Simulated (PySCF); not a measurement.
YH3 (singlet). Level of theory: PBE0 in PySCF with Y def2-TZVP with ECP28, H def2-TZVP; scalar-relativistic core potentials, no spin–orbit coupling; density-fitted integrals.

Harmonic bands of its minimum:

| ω (cm⁻¹) | IR (km/mol, summed over degenerate members) | degeneracy |
| --- | --- | --- |
| 202 | 770 | 1 |
| 568 | 231 | 2 |
| 1451 | 1654 | 2 |
| 1522 | 23.2 | 1 |

The central atom is Y. Infer the point group and assign the bands.

C3v. The modes span 2a1 + 2e: 202 a1, 568 e, 1451 e, 1522 a1. The computed geometry has Y–H 1.977 Å (×3); H–Y–H 116.6° (×3).

Only a few start shapes were tried, so a lower isomer may exist.
